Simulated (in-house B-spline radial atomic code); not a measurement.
Successive ionisation energies of europium; each step leads to the configuration of the next row (after the last: [He] 2s2 2p1/2(1)). Dirac energy differences include first-order Breit, QED and recoil terms. NIST's values go from ground level to ground level; the uncertainty of those that are theory runs from under 0.1 % in few-electron ions to several per cent in heavy many-electron ones. Computed with an all-electron radial atomic-structure program (B-spline basis): Dirac-Hartree-Fock, jj configuration that fills j = l - 1/2 first, finite nuclei.

A number in brackets counts the electrons of a j subshell.

| ion | configuration | ionisation energy (eV) | tabulated value (eV) | tabulated kind | computed minus tabulated (eV) | highest orbital | largest mean radius (bohr) |
| --- | --- | --- | --- | --- | --- | --- | --- |
| Eu46+ | [Ne] 3s2 3p1/2(2) 3p3/2(3) | 3924.6 | 3921 | tabulated theory | 4 | 3p3/2 | 0.22937 |
| Eu47+ | [Ne] 3s2 3p1/2(2) 3p3/2(2) | 4027.5 | 4031 | tabulated theory | -3 | 3p3/2 | 0.22835 |
| Eu48+ | [Ne] 3s2 3p1/2(2) 3p3/2(1) | ? | ? | tabulated theory | ? | ? | ? |
| Eu49+ | [Ne] 3s2 3p1/2(2) | ? | ? | tabulated theory | ? | ? | ? |
| Eu50+ | [Ne] 3s2 3p1/2(1) | ? | ? | tabulated theory | ? | ? | ? |
| Eu51+ | [Ne] 3s2 | 4729.1 | 4729 | tabulated theory | 0 | 3s1/2 | 0.22429 |
| Eu52+ | [Ne] 3s1 | 4838.1 | 4838 | tabulated theory | 0 | 3s1/2 | 0.22317 |
| Eu53+ | [He] 2s2 2p6 | 10879.3 | 10880 | tabulated theory | -1 | 2p3/2 | 0.092756 |
| Eu54+ | [He] 2s2 2p1/2(2) 2p3/2(3) | 11162.6 | 11153 | tabulated theory | 10 | 2p3/2 | 0.092299 |
| Eu55+ | [He] 2s2 2p1/2(2) 2p3/2(2) | 11449.0 | 11457 | tabulated theory | -8 | 2p3/2 | 0.091845 |
| Eu56+ | [He] 2s2 2p1/2(2) 2p3/2(1) | 11738.6 | 11739 | tabulated theory | 0 | 2p3/2 | 0.091394 |
| Eu57+ | [He] 2s2 2p1/2(2) | 12717.4 | 12718 | tabulated theory | -1 | 2p1/2 | 0.090947 |

Problem. Fill in the row of Eu48+.

Solution. ionisation energy (eV): 4131.3; tabulated value (eV): 4131; computed minus tabulated (eV): 0; highest orbital: 3p3/2; largest mean radius (bohr): 0.22734.

Problem. Fill in the row of Eu49+.

Solution. ionisation energy (eV): 4399.1; tabulated value (eV): 4400; computed minus tabulated (eV): -1; highest orbital: 3p1/2; largest mean radius (bohr): 0.22635.

Problem. Fill in the row of Eu50+.

Solution. ionisation energy (eV): 4513.3; tabulated value (eV): 4513; computed minus tabulated (eV): 0; highest orbital: 3p1/2; largest mean radius (bohr): 0.22532.

Problem. Where is the largest jump?

Solution. From Eu52+ to Eu53+, by a factor of 2.25 (4838.1 to 10879 eV); the highest orbital goes from 3s1/2 to 2p3/2.
